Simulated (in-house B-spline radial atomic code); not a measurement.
## Ionising Hg VI (Hg5+) with different functionals

Computed with a B-spline radial code for spherical atoms: four-component Dirac-Coulomb Hamiltonian, Fermi nucleus of rms radius 5.4648 fm, spin-restricted, spherical fractional occupations for the functionals, and exact exchange of hybrids averaged over the configuration. The ionisation energy is the difference of two self-consistent energies, [Xe] 4f14 5d7 → [Xe] 4f14 5d6, without Breit or QED terms; ε is the level of the shell that loses the electron (mean over j). The electron is taken from both j subshells in proportion to 2j + 1, so the result is a j average, not the step between ground levels.

```csv
method,rung,ΔSCF (eV),-ε(5d) (eV)
B97-1,global hybrid,80.93,74.69
CAM-B3LYP,range-separated hybrid,80.92,76.56
HSE06,range-separated hybrid,80.92,74.64
LC-wPBE,range-separated hybrid,80.87,77.86
```

Problem. Among the functionals, which spreads more, the ΔSCF values or the orbital energies?

Solution. The orbital energies: ΔSCF values span about 0.06 eV and the orbital energies 3.23 eV; here energy differences depend much less on the functional than eigenvalues do.

Problem. How do they compare with the NIST value?

Solution. NIST lists 76.6 eV ± 0.5 (measured, ground level to ground level). Errors run from +4.27 to +4.33 eV. The correlated functionals all miss on the same side by more than they spread, so the cause is common to them (Breit-QED terms, spin polarisation, the choice among j levels, multiplet and fine-structure energies, or a listed next ion that isn't the cheapest removal here) and closeness doesn't rank the functionals.
